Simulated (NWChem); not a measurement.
Molecule: CH₄O₂Si, singlet; SMILES CO[Si]O

```xyz
8

Si    -0.6318    -0.6332     0.0576
O      0.4910    -1.8571     0.0099
H      1.4145    -1.5743    -0.0420
O      0.4254     0.6701    -0.0114
C      0.0639     2.0245    -0.0058
H      0.5217     2.5347     0.8575
H      0.4280     2.5171    -0.9222
H     -1.0308     2.1725     0.0504
```
Atoms are numbered in this order, from 1.

Results from NWChem. Pople sets run with spherical d functions. Low-valent species are run as closed-shell singlets; no triplet was tried in these runs. All runs use the structure optimised with PBE0/def2-SVP. Level: PBE/6-31G* with SMD (1 M gas to 1 M solution), gas-phase geometry. Reactions with the solvent are ignored.

```tsv
solvent	dielectric constant	solvation free energy (kcal/mol)	cavity-dispersion-structure term (kcal/mol)	dipole in solution (D)
water	78.4	-4.2	2.3	2.87
ethylene glycol	40.2	-3.2	3.2	2.86
1-propanol	20.5	-5.1	0.8	2.83
tetrahydrofuran	7.43	-3.8	…	…
```

Problem. Complete the blanks.

Solution. 
- tetrahydrofuran, cavity-dispersion-structure term (kcal/mol): -1.0
- tetrahydrofuran, dipole in solution (D): 2.70
